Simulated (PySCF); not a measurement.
SiH₂Cl₂, SMILES Cl[SiH2]Cl.

Geometry: PBE-D3(BJ)/def2-TZVP. The isomer is the one that the SMILES or the coordinates give; other isomers of the formula were not compared.

The numbers are results of PBE-D3(BJ)/def2-TZVP in PySCF, not measurements.

Frequencies are harmonic and unscaled.

| mode | ν (cm⁻¹) | IR (km/mol) | moving atoms (share of kinetic energy) |
|---|---|---|---|
| 1 | 178 | 2.1 | Cl 77 %, Si 21 % |
| 2 | 508 | 38.8 | Cl 52 %, Si 45 % |
| 3 | 569 | 122.6 | Si 56 %, Cl 39 % |
| 4 | 572 | 29.2 | H 80 %, Si 17 % |
| 5 | 680 | 0.0 | H 98 % |
| 6 | 838 | 211.6 | H 92 % |
| 7 | 918 | 94.8 | H 96 % |
| 8 | 2201 | 59.7 | H 98 % |
| 9 | 2217 | 78.8 | H 95 % |
